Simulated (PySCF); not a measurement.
# `C[C@@H]1C[SiH2][C@@H]1O[SiH3]`, C4H12OSi2

Molfile (atoms numbered from 1):
```
C4H12OSi2
     RDKit          3D

 19 19  0  0  0  0  0  0  0  0999 V2000
   -0.9933   -1.6246   -0.9352 C   0  0  0  0  0  0  0  0  0  0  0  0
   -1.0993   -0.6722    0.2421 C   0  0  2  0  0  0  0  0  0  0  0  0
   -1.8920    0.6223   -0.0548 C   0  0  0  0  0  0  0  0  0  0  0  0
   -0.5660    1.6932    0.8007 Si  0  0  0  0  0  4  0  0  0  0  0  0
    0.2490   -0.0522    0.7029 C   0  0  2  0  0  0  0  0  0  0  0  0
    1.2472   -0.1693   -0.2773 O   0  0  0  0  0  0  0  0  0  0  0  0
    2.8056    0.2268   -0.2241 Si  0  0  0  0  0  4  0  0  0  0  0  0
   -0.5136   -1.1292   -1.7756 H   0  0  0  0  0  0  0  0  0  0  0  0
   -0.3966   -2.4945   -0.6689 H   0  0  0  0  0  0  0  0  0  0  0  0
   -1.9840   -1.9589   -1.2389 H   0  0  0  0  0  0  0  0  0  0  0  0
   -1.5483   -1.1953    1.0908 H   0  0  0  0  0  0  0  0  0  0  0  0
   -1.9629    0.8000   -1.1271 H   0  0  0  0  0  0  0  0  0  0  0  0
   -2.9049    0.6168    0.3417 H   0  0  0  0  0  0  0  0  0  0  0  0
    0.0749    2.7412    0.0139 H   0  0  0  0  0  0  0  0  0  0  0  0
   -0.8539    2.1248    2.1685 H   0  0  0  0  0  0  0  0  0  0  0  0
    0.6161   -0.5014    1.6329 H   0  0  0  0  0  0  0  0  0  0  0  0
    2.9984    1.6658   -0.0006 H   0  0  0  0  0  0  0  0  0  0  0  0
    3.5069   -0.4785    0.8555 H   0  0  0  0  0  0  0  0  0  0  0  0
    3.2067   -0.2054   -1.5540 H   0  0  0  0  0  0  0  0  0  0  0  0
  1  2  1  0
  2  3  1  0
  3  4  1  0
  4  5  1  0
  5  6  1  0
  6  7  1  0
  5  2  1  0
  1  8  1  0
  1  9  1  0
  1 10  1  0
  2 11  1  1
  3 12  1  0
  3 13  1  0
  4 14  1  0
  4 15  1  0
  5 16  1  1
  7 17  1  0
  7 18  1  0
  7 19  1  0
M  END
```

Method used: PySCF 2.14.0, TDDFT PBE0/def2-SVPD circular dichroism and optical rotation, one conformer, gas phase. Geometry: GFN2-xTB.

The molecule is flexible and this is one conformer; a measurement averages over conformers. States above about 7.0 eV lie in this functional's continuum (it starts at minus the energy of the highest occupied orbital, well below the true ionisation energy for most functionals) and depend on the basis.

Problem. Draw the ECD and absorption spectra from the lowest 12 states, each a Gaussian of half-width 0.25 eV at 1/e height.

Solution. 
```
E (eV)  λ (nm)  Δε (L mol⁻¹ cm⁻¹)  ε (L mol⁻¹ cm⁻¹)
  5.21     238              +0.09                21
  5.31     233              +0.40              88.7
  5.41     229              +1.22               272
  5.51     225              +2.72               605
  5.61     221              +4.39               979
  5.71     217              +5.17              1150
  5.81     213              +4.51              1020
  5.91     210              +3.21               761
  6.01     206              +2.74               746
  6.11     203              +3.92              1150
  6.21     200              +6.65              1800
  6.31     196             +11.03              2400
  6.41     193             +18.64              2870
  6.51     190             +31.02              3430
  6.61     187             +46.14              4080
  6.71     185             +57.59              4460
  6.81     182             +57.85              4410
  6.91     179             +42.21              4130
  7.01     177             +13.01              3930
  7.11     174             -19.09              3900
  7.21     172             -42.14              3940
  7.31     170             -51.79              3950
  7.41     167             -50.70              3870
```
Δε uses R in velocity form, ε uses f in length form. Only the states computed contribute, so the short-wavelength end is incomplete.
